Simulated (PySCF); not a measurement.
O$_{3}$S, triplet, at a GFN2-xTB geometry (a higher spin typed on purpose: for a closed-shell molecule this is an excited state), with bond 4-2 at 1.4 times its length; CASSCF(8,6)/6-31G* in PySCF.

PySCF was given this input:
```python
from pyscf import gto, scf, mcscf
import numpy

mol = gto.M(
    atom='''
O    -0.649726   -1.251538   -0.217753
S    -0.010213   -0.001428    0.281344
O    -0.749017    1.196340   -0.208932
O     1.990922    0.081847   -0.302943
''',
    basis='6-31g*',
    charge=0,
    spin=2,
    verbose=4,
)

mf = scf.ROHF(mol)
mf.kernel()
mc = mcscf.CASSCF(mf, 6, 8)
mc.fix_spin_(ss=2.0)
mc.kernel()
occ = numpy.linalg.eigvalsh(mc.fcisolver.make_rdm1(mc.ci, mc.ncas, mc.nelecas))[::-1]
ss = mc.fcisolver.spin_square(mc.ci, mc.ncas, mc.nelecas)[0]
print('natural occupations', occ.round(4), ' <S^2>', round(ss, 4))
```

It wrote (shortened):

```
PySCF version 2.14.0

[INPUT] verbose = 4
[INPUT] num. atoms = 4
[INPUT] num. electrons = 40
[INPUT] charge = 0
[INPUT] spin (= nelec alpha-beta = 2S) = 2
[INPUT] symmetry False subgroup None
[INPUT] Mole.unit = angstrom
[INPUT] Symbol           X                Y                Z      unit          X                Y                Z       unit  Magmom
[...]
nuclear repulsion = 160.080998254075
number of shells = 26
number of NR pGTOs = 132
number of NR cGTOs = 60
basis = 6-31g*
ecp = {}

******** <class 'pyscf.scf.rohf.ROHF'> ********
method = ROHF
initial guess = minao
damping factor = 0
level_shift factor = 0
DIIS = <class 'pyscf.scf.diis.CDIIS'>
diis_start_cycle = 1
diis_space = 8
diis_damp = 0
SCF conv_tol = 1e-09
SCF conv_tol_grad = None
SCF max_cycles = 50
direct_scf = True
direct_scf_tol = 1e-13
num. doubly occ = 19  num. singly occ = 2
Set gradient conv threshold to 3.16228e-05
init E= -622.043291216053
[...]
cycle= 1 E= -621.647726495867  delta_E= 0.396  |g|= 0.801  |ddm|= 1.88
[...]
cycle= 2 E= -621.744644492345  delta_E= -0.0969  |g|= 0.647  |ddm|= 0.97
[...]
cycle= 3 E= -621.85000040183  delta_E= -0.105  |g|= 0.0788  |ddm|= 0.436
[...]
cycle= 4 E= -621.858704808068  delta_E= -0.0087  |g|= 0.0507  |ddm|= 0.145
[...]
cycle= 5 E= -621.868338871926  delta_E= -0.00963  |g|= 0.0528  |ddm|= 0.158
[...]
cycle= 6 E= -621.869525055563  delta_E= -0.00119  |g|= 0.0527  |ddm|= 0.0188
[...]
cycle= 7 E= -621.870612554304  delta_E= -0.00109  |g|= 0.0526  |ddm|= 0.0174
[...]
cycle= 8 E= -621.865686579247  delta_E= 0.00493  |g|= 0.124  |ddm|= 0.718
[...]
cycle= 9 E= -621.887389246018  delta_E= -0.0217  |g|= 0.0189  |ddm|= 0.407
[...]
cycle= 10 E= -621.888582172416  delta_E= -0.00119  |g|= 0.0128  |ddm|= 0.0825
[...]
cycle= 11 E= -621.887340318953  delta_E= 0.00124  |g|= 0.0206  |ddm|= 0.088
[...]
cycle= 12 E= -621.888385973396  delta_E= -0.00105  |g|= 0.0121  |ddm|= 0.0477
[...]
cycle= 13 E= -621.887816816543  delta_E= 0.000569  |g|= 0.0185  |ddm|= 0.0361
[...]
cycle= 14 E= -621.888963245565  delta_E= -0.00115  |g|= 0.00607  |ddm|= 0.0751
[...]
cycle= 15 E= -621.889075083146  delta_E= -0.000112  |g|= 0.00378  |ddm|= 0.0208
[...]
cycle= 16 E= -621.889164938174  delta_E= -8.99e-05  |g|= 0.00272  |ddm|= 0.0231
[...]
cycle= 17 E= -621.88923396651  delta_E= -6.9e-05  |g|= 0.002  |ddm|= 0.0209
[...]
cycle= 18 E= -621.889308377325  delta_E= -7.44e-05  |g|= 0.00168  |ddm|= 0.0302
[...]
cycle= 19 E= -621.889355728662  delta_E= -4.74e-05  |g|= 0.00102  |ddm|= 0.0286
[...]
cycle= 20 E= -621.889376827244  delta_E= -2.11e-05  |g|= 0.000858  |ddm|= 0.0262
[...]
cycle= 21 E= -621.88938034222  delta_E= -3.51e-06  |g|= 0.000431  |ddm|= 0.0105
[...]
cycle= 22 E= -621.889380792307  delta_E= -4.5e-07  |g|= 0.000171  |ddm|= 0.00308
[...]
cycle= 23 E= -621.889380868812  delta_E= -7.65e-08  |g|= 9.51e-05  |ddm|= 0.0019
[...]
cycle= 24 E= -621.889380878733  delta_E= -9.92e-09  |g|= 5.08e-05  |ddm|= 0.000238
[...]
cycle= 25 E= -621.889380881602  delta_E= -2.87e-09  |g|= 1.55e-05  |ddm|= 0.000167
[...]
cycle= 26 E= -621.88938088174  delta_E= -1.39e-10  |g|= 6.11e-06  |ddm|= 4.36e-05
[...]
Extra cycle  E= -621.889380881737  delta_E= 2.84e-12  |g|= 7.24e-06  |ddm|= 2.11e-05
converged SCF energy = -621.889380881737

******** <class 'pyscf.mcscf.mc1step.CASSCF'> ********
CAS (5e+3e, 6o), ncore = 16, nvir = 38
max_cycle_macro = 50
max_cycle_micro = 4
conv_tol = 1e-07
conv_tol_grad = None
orbital rotation max_stepsize = 0.02
orbital rotation threshold for CI restart = 0.01
augmented hessian ah_max_cycle = 30
augmented hessian ah_conv_tol = 1e-12
augmented hessian ah_linear dependence = 1e-14
augmented hessian ah_level shift = 1e-08
augmented hessian ah_start_tol = 2.5
augmented hessian ah_start_cycle = 3
augmented hessian ah_grad_trust_region = 3
kf_trust_region = 3
kf_interval = 4
ci_response_space = 4
ci_grad_trust_region = 3
with_dep4 0
natorb = False
canonicalization = True
sorting_mo_energy = False
ao2mo_level = 2
internal_rotation = False
******** <class 'pyscf.fci.addons.SpinPenaltyFCISolver'> ********
max. cycles = 50
conv_tol = 1e-08
davidson only = True
linear dependence = 1e-12
level shift = 0.001
max iter space = 12
nroots = 1
pspace_size = 400
spin = None
CASCI E = -621.908061667138  S^2 = 2.0000000
Set conv_tol_grad to 0.000316228
macro iter   1 ( 21 JK    4 micro), CASSCF E = -621.921101464946  dE = -1.30397978e-02  S^2 = 2.0000000
               |grad[o]|=0.0509  |grad[c]|=0.051  |ddm|=0.103  |maxRot[o]|=0.279
macro iter   2 ( 21 JK    4 micro), CASSCF E = -621.923164264142  dE = -2.06279920e-03  S^2 = 2.0000000
               |grad[o]|=0.0297  |grad[c]|=0.0288  |ddm|=0.0201  |maxRot[o]|=0.0947
macro iter   3 ( 21 JK    4 micro), CASSCF E = -621.924050549839  dE = -8.86285697e-04  S^2 = 2.0000000
               |grad[o]|=0.0182  |grad[c]|=0.0262  |ddm|=0.0102  |maxRot[o]|=0.0848
macro iter   4 ( 21 JK    4 micro), CASSCF E = -621.924388582675  dE = -3.38032836e-04  S^2 = 2.0000000
               |grad[o]|=0.0116  |grad[c]|=0.0102  |ddm|=0.00429  |maxRot[o]|=0.0574
macro iter   5 ( 21 JK    4 micro), CASSCF E = -621.924542436399  dE = -1.53853724e-04  S^2 = 2.0000000
               |grad[o]|=0.00826  |grad[c]|=0.0111  |ddm|=0.003  |maxRot[o]|=0.0724
macro iter   6 ( 21 JK    4 micro), CASSCF E = -621.924640023207  dE = -9.75868079e-05  S^2 = 2.0000000
               |grad[o]|=0.00783  |grad[c]|=0.0237  |ddm|=0.00436  |maxRot[o]|=0.135
macro iter   7 ( 21 JK    4 micro), CASSCF E = -621.924769018165  dE = -1.28994958e-04  S^2 = 2.0000000
               |grad[o]|=0.015  |grad[c]|=0.0116  |ddm|=0.00497  |maxRot[o]|=0.0321
macro iter   8 ( 21 JK    4 micro), CASSCF E = -621.924900087637  dE = -1.31069472e-04  S^2 = 2.0000000
               |grad[o]|=0.0132  |grad[c]|=0.0107  |ddm|=0.00665  |maxRot[o]|=0.0419
macro iter   9 ( 21 JK    4 micro), CASSCF E = -621.925031061071  dE = -1.30973434e-04  S^2 = 2.0000000
               |grad[o]|=0.0121  |grad[c]|=0.00979  |ddm|=0.00615  |maxRot[o]|=0.0488
[...]
macro iter  22 ( 21 JK    4 micro), CASSCF E = -621.925510191955  dE = -5.20755293e-06  S^2 = 2.0000000
               |grad[o]|=0.00443  |grad[c]|=0.00544  |ddm|=0.004  |maxRot[o]|=0.0248
macro iter  23 ( 21 JK    4 micro), CASSCF E = -621.925515110510  dE = -4.91855496e-06  S^2 = 2.0000000
               |grad[o]|=0.00427  |grad[c]|=0.00564  |ddm|=0.00355  |maxRot[o]|=0.0211
macro iter  24 ( 21 JK    4 micro), CASSCF E = -621.925518976003  dE = -3.86549345e-06  S^2 = 2.0000000
               |grad[o]|=0.00413  |grad[c]|=0.00558  |ddm|=0.00325  |maxRot[o]|=0.0157
macro iter  25 ( 21 JK    4 micro), CASSCF E = -621.925523474984  dE = -4.49898039e-06  S^2 = 2.0000000
               |grad[o]|=0.004  |grad[c]|=0.00551  |ddm|=0.00307  |maxRot[o]|=0.0115
macro iter  26 ( 21 JK    4 micro), CASSCF E = -621.925529396407  dE = -5.92142328e-06  S^2 = 2.0000000
               |grad[o]|=0.00388  |grad[c]|=0.00548  |ddm|=0.00296  |maxRot[o]|=0.00951
macro iter  27 ( 21 JK    4 micro), CASSCF E = -621.925535577085  dE = -6.18067827e-06  S^2 = 2.0000000
               |grad[o]|=0.00379  |grad[c]|=0.00545  |ddm|=0.00282  |maxRot[o]|=0.00833
macro iter  28 ( 21 JK    4 micro), CASSCF E = -621.925541397307  dE = -5.82022153e-06  S^2 = 2.0000000
               |grad[o]|=0.00373  |grad[c]|=0.00546  |ddm|=0.00326  |maxRot[o]|=0.007
macro iter  29 ( 21 JK    4 micro), CASSCF E = -621.925546988974  dE = -5.59166733e-06  S^2 = 2.0000000
               |grad[o]|=0.00368  |grad[c]|=0.00547  |ddm|=0.00322  |maxRot[o]|=0.00609
macro iter  30 ( 21 JK    4 micro), CASSCF E = -621.925552358966  dE = -5.36999130e-06  S^2 = 2.0000000
               |grad[o]|=0.00364  |grad[c]|=0.00548  |ddm|=0.00317  |maxRot[o]|=0.00589
macro iter  31 ( 21 JK    4 micro), CASSCF E = -621.925557527666  dE = -5.16870091e-06  S^2 = 2.0000000
               |grad[o]|=0.00361  |grad[c]|=0.00549  |ddm|=0.00313  |maxRot[o]|=0.00577
macro iter  32 ( 21 JK    4 micro), CASSCF E = -621.925562470166  dE = -4.94250003e-06  S^2 = 2.0000000
               |grad[o]|=0.00357  |grad[c]|=0.00551  |ddm|=0.00309  |maxRot[o]|=0.00549
macro iter  33 ( 21 JK    4 micro), CASSCF E = -621.925567147486  dE = -4.67731957e-06  S^2 = 2.0000000
               |grad[o]|=0.00354  |grad[c]|=0.00553  |ddm|=0.00306  |maxRot[o]|=0.00516
macro iter  34 ( 21 JK    4 micro), CASSCF E = -621.925571535634  dE = -4.38814777e-06  S^2 = 2.0000000
               |grad[o]|=0.00351  |grad[c]|=0.00555  |ddm|=0.00304  |maxRot[o]|=0.00485
macro iter  35 ( 21 JK    4 micro), CASSCF E = -621.925575603742  dE = -4.06810818e-06  S^2 = 2.0000000
               |grad[o]|=0.00349  |grad[c]|=0.00557  |ddm|=0.00301  |maxRot[o]|=0.0046
macro iter  36 ( 21 JK    4 micro), CASSCF E = -621.925579330422  dE = -3.72667967e-06  S^2 = 2.0000000
               |grad[o]|=0.00347  |grad[c]|=0.00559  |ddm|=0.00299  |maxRot[o]|=0.00437
macro iter  37 ( 21 JK    4 micro), CASSCF E = -621.925582696223  dE = -3.36580160e-06  S^2 = 2.0000000
               |grad[o]|=0.00345  |grad[c]|=0.0056  |ddm|=0.00298  |maxRot[o]|=0.00419
macro iter  38 ( 21 JK    4 micro), CASSCF E = -621.925585697529  dE = -3.00130569e-06  S^2 = 2.0000000
               |grad[o]|=0.00343  |grad[c]|=0.00562  |ddm|=0.00296  |maxRot[o]|=0.00402
macro iter  39 ( 21 JK    4 micro), CASSCF E = -621.925588320057  dE = -2.62252809e-06  S^2 = 2.0000000
               |grad[o]|=0.00341  |grad[c]|=0.00564  |ddm|=0.00295  |maxRot[o]|=0.00388
macro iter  40 ( 21 JK    4 micro), CASSCF E = -621.925590564994  dE = -2.24493647e-06  S^2 = 2.0000000
               |grad[o]|=0.0034  |grad[c]|=0.00566  |ddm|=0.00293  |maxRot[o]|=0.00377
macro iter  41 ( 21 JK    4 micro), CASSCF E = -621.925592408680  dE = -1.84368605e-06  S^2 = 2.0000000
               |grad[o]|=0.00338  |grad[c]|=0.00568  |ddm|=0.00292  |maxRot[o]|=0.00369
macro iter  42 ( 21 JK    4 micro), CASSCF E = -621.925593832710  dE = -1.42403087e-06  S^2 = 2.0000000
               |grad[o]|=0.00337  |grad[c]|=0.00571  |ddm|=0.00291  |maxRot[o]|=0.00362
macro iter  43 ( 21 JK    4 micro), CASSCF E = -621.925594780020  dE = -9.47309672e-07  S^2 = 2.0000000
               |grad[o]|=0.00336  |grad[c]|=0.00573  |ddm|=0.0029  |maxRot[o]|=0.00357
macro iter  44 ( 21 JK    4 micro), CASSCF E = -621.925595169014  dE = -3.88993499e-07  S^2 = 2.0000000
               |grad[o]|=0.00334  |grad[c]|=0.00575  |ddm|=0.00289  |maxRot[o]|=0.00355
macro iter  45 ( 21 JK    4 micro), CASSCF E = -621.925594855037  dE =  3.13976670e-07  S^2 = 2.0000000
               |grad[o]|=0.00333  |grad[c]|=0.00577  |ddm|=0.00288  |maxRot[o]|=0.00359
macro iter  46 ( 21 JK    4 micro), CASSCF E = -621.925712594233  dE = -1.17739196e-04  S^2 = 2.0000000
               |grad[o]|=0.00331  |grad[c]|=0.000984  |ddm|=0.00131  |maxRot[o]|=0.035
macro iter  47 ( 21 JK    4 micro), CASSCF E = -621.925757457719  dE = -4.48634864e-05  S^2 = 2.0000000
               |grad[o]|=0.00334  |grad[c]|=0.00194  |ddm|=0.00199  |maxRot[o]|=0.0141
macro iter  48 ( 21 JK    4 micro), CASSCF E = -621.925770739750  dE = -1.32820310e-05  S^2 = 2.0000000
               |grad[o]|=0.00337  |grad[c]|=0.00313  |ddm|=0.00231  |maxRot[o]|=0.00603
macro iter  49 ( 21 JK    4 micro), CASSCF E = -621.925768882357  dE =  1.85739327e-06  S^2 = 2.0000000
               |grad[o]|=0.00331  |grad[c]|=0.00441  |ddm|=0.00238  |maxRot[o]|=0.00848
macro iter  50 ( 21 JK    4 micro), CASSCF E = -621.925847410901  dE = -7.85285438e-05  S^2 = 2.0000000
               |grad[o]|=0.00322  |grad[c]|=0.00085  |ddm|=0.00116  |maxRot[o]|=0.0413
1-step CASSCF not converged,  50 macro (1050 JK 200 micro) steps
CASSCF canonicalization
Density matrix diagonal elements [1.99825622 1.9647481  1.89628414 1.00041056 1.01684368 0.12345731]
CASSCF energy = -621.925847410901
CASCI E = -621.925847410901  E(CI) = -14.1791176430484  S^2 = 2.0000000
natural occupations [1.9984 1.9791 1.8977 1.0081 1.0003 0.1163]  <S^2> 2.0
```

The run did not converge; its last values are not results.
